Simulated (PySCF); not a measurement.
C2H4BNO3, SMILES COB(O)N=C=O.

Geometry: B3LYP-D3(BJ)/def2-SVP. This is a generated structure with no PubChem entry under its InChIKey; it may be hypothetical. Other conformers were not sampled.

Vertical ionisation energy (IE) and electron affinity (EA) in eV. Rows of orbital energies are one-electron estimates. Where ΔSCF, EOM or ADC give a negative EA the extra electron is unbound and the value depends on the basis.

```tsv
level	IE	EA
−ε(HOMO), −ε(LUMO), ωB97X/def2-TZVP (PySCF)	(withheld)	(withheld)
−ε(HOMO), −ε(LUMO), PBE/def2-TZVP (PySCF)	7.10	0.83
```

Problem. Some entries are withheld; supply them. (The exact figures need the calculation; the answer reports its results.)

Solution. 
- −ε(HOMO), −ε(LUMO), ωB97X/def2-TZVP (PySCF), IE: 10.98
- −ε(HOMO), −ε(LUMO), ωB97X/def2-TZVP (PySCF), EA: -2.41
